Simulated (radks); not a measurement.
Charge is removed step by step from the 4p3/2 level of Rh3+, starting from [Ar] 3d10 4s2 4p(1/2: 2, 3/2: 4) 4d6. All-electron calculation, Dirac Kohn-Sham, BLYP, spin-unpolarised, spherical densities, finite nucleus; open shells fill j = l - 1/2 first; Fermi nuclear charge, rms radius 4.4945 fm. Program: a radial shooting solver on a logarithmic mesh with Libxc functionals.

removed (e)  E - E(0) (eV)  eigenvalue (eV)  E minus straight line (eV)
0                    0.000          -84.514                       0.000
0.25                21.661          -88.787                      -1.635
0.5                 44.400          -93.136                      -2.191
0.75                68.235          -97.554                      -1.652
1                   93.183          -102.04                       0.000

Removing the whole electron costs 93.183 eV by Delta-SCF, against 84.514 eV from minus the eigenvalue at the starting occupation. Slater's transition state (half an electron removed) gives 93.136 eV. Integrating minus the eigenvalue over the occupation (Janak's theorem) gives 93.183 eV. The mean slope of the eigenvalue, de/dn, is 17.5 eV per electron.
